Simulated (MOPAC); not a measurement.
Input for MOPAC: AM1 on AsH3 (SMILES [AsH3]).

```
AM1 1SCF PRECISE CHARGE=0 THREADS=1
AsH3

As    -0.37087047 1    -0.12669010 1    -0.24454212 1
H     -1.82746168 1    -0.18720242 1    -0.67450692 1
H      0.14982197 1    -0.50947290 1    -1.62037825 1
H     -0.25696793 1     1.36491626 1    -0.51510325 1
```

Program output:

```
*******************************************************************************
 **                                                                           **
 **                              MOPAC v23.2.5                                **
 **                                                                           **
 *******************************************************************************
 ** MOPAC's Digital Object Identifier: https://doi.org/10.5281/zenodo.6511958 **
 **                                                                           **
 ** Please cite the open-source release paper for use of this MOPAC version:  **
 ** J. E. Moussa and J. J. P. Stewart (2026)                                  **
 ** MOPAC: An open-source semiempirical molecular orbital program             **
 ** J. Open Source Softw., 11(119), 8025, https://doi.org/10.21105/joss.08025 **
 *******************************************************************************

                              AM1 CALCULATION RESULTS

 *******************************************************************************
 *  AM1        - The AM1 Hamiltonian to be used
 *
 *
 *
 *                 CHARGE ON SYSTEM = 0
 *
 *
 *
 *  PRECISE    - TIGHTER CRITERIA TO BE USED
 *  1SCF       - DO 1 SCF AND THEN STOP
 *  THREADS=1  - MULTI-THREADING NOT USED
 *  T=         - A TIME OF 172800.0 SECONDS REQUESTED
 *  DUMP=N     - RESTART FILE WRITTEN EVERY 7200.0 SECONDS REQUESTED
 *******************************************************************************
AM1 1SCF PRECISE CHARGE=0 THREADS=1
 AsH3

   ATOM   CHEMICAL          X               Y               Z
  NUMBER   SYMBOL      (ANGSTROMS)     (ANGSTROMS)     (ANGSTROMS)

     1      As         -0.37087047  *  -0.12669010  *  -0.24454212  *
     2       H         -1.82746168  *  -0.18720242  *  -0.67450692  *
     3       H          0.14982197  *  -0.50947290  *  -1.62037825  *
     4       H         -0.25696793  *   1.36491626  *  -0.51510325  *



          CARTESIAN COORDINATES

    NO.       ATOM           X           Y           Z

     1        As         -0.3709     -0.1267     -0.2445
     2         H         -1.8275     -0.1872     -0.6745
     3         H          0.1498     -0.5095     -1.6204
     4         H         -0.2570      1.3649     -0.5151

  H: (AM1): M.J.S. DEWAR ET AL, J. AM. CHEM. SOC. 107 3902-3909 (1985)
 As: (AM1): J. J. P. STEWART, J. MOL. MOD., 10, 155-164 (2004)

           Empirical Formula: H3 As  =     4 atoms



      MOLECULAR POINT GROUP   :   C3v


      RHF CALCULATION, NO. OF DOUBLY OCCUPIED LEVELS = 4


 -------------------------------------------------------------------------------
 AM1 1SCF PRECISE CHARGE=0 THREADS=1
 AsH3



     1SCF WAS SPECIFIED, SO BFGS WAS NOT USED
     SCF FIELD WAS ACHIEVED


                              AM1 CALCULATION
                                                       MOPAC v23.2.5 Linux




          FINAL HEAT OF FORMATION =          3.01321 KCAL/MOL =      12.60728 KJ/MOL


          COSMO AREA              =         67.20 SQUARE ANGSTROMS
          COSMO VOLUME            =         50.19 CUBIC ANGSTROMS

          IONIZATION POTENTIAL    =         10.510812 EV
          HOMO LUMO ENERGIES (EV) =        -10.511  1.379
          NO. OF FILLED LEVELS    =          4
          MOLECULAR WEIGHT        =         77.9453         POINT GROUP:  C3v

          MOLECULAR DIMENSIONS (Angstroms)

            Atom       Atom       Distance
            H     3    H     2     2.21544
            H     4    H     3     1.91668
            H     4   As     1     0.82232


          SCF CALCULATIONS        =          1





   ATOM   CHEMICAL          X               Y               Z
  NUMBER   SYMBOL      (ANGSTROMS)     (ANGSTROMS)     (ANGSTROMS)

     1      As         -0.37087047  *  -0.12669010  *  -0.24454212  *
     2       H         -1.82746168  *  -0.18720242  *  -0.67450692  *
     3       H          0.14982197  *  -0.50947290  *  -1.62037825  *
     4       H         -0.25696793  *   1.36491626  *  -0.51510325  *

                             CARTESIAN COORDINATES

   1   As       -0.370870470    -0.126690100    -0.244542120
   2    H       -1.827461680    -0.187202420    -0.674506920
   3    H        0.149821970    -0.509472900    -1.620378250
   4    H       -0.256967930     1.364916260    -0.515103250


           Empirical Formula: H3 As  =     4 atoms



      MOLECULAR POINT GROUP   :   C3v


                  EIGENVALUES
 -19.81175 -12.43081 -12.42502 -10.51081   1.37901   1.67825   1.68173


              NET ATOMIC CHARGES AND DIPOLE CONTRIBUTIONS

  ATOM NO.   TYPE          CHARGE      No. of ELECS.   s-Pop       p-Pop
    1         As           0.386900        4.6131     1.84562     2.76748
    2          H          -0.128976        1.1290     1.12898
    3          H          -0.128964        1.1290     1.12896
    4          H          -0.128959        1.1290     1.12896
 DIPOLE           X         Y         Z       TOTAL
 POINT-CHG.     0.509    -0.649     1.286     1.528
 HYBRID        -0.792     1.008    -2.000     2.376
 SUM           -0.283     0.359    -0.714     0.848


          ATOMIC ORBITAL ELECTRON POPULATIONS

     Atom    s        px        py        pz
    1 As   1.84562   0.88926   0.89963   0.97859
    2  H   1.12898
    3  H   1.12896
    4  H   1.12896

 **********************
 *                    *
 * JOB ENDED NORMALLY *
 *                    *
 **********************




 == MOPAC DONE ==
```

The run finished.

Cost: around 0.020 core-seconds (rough).
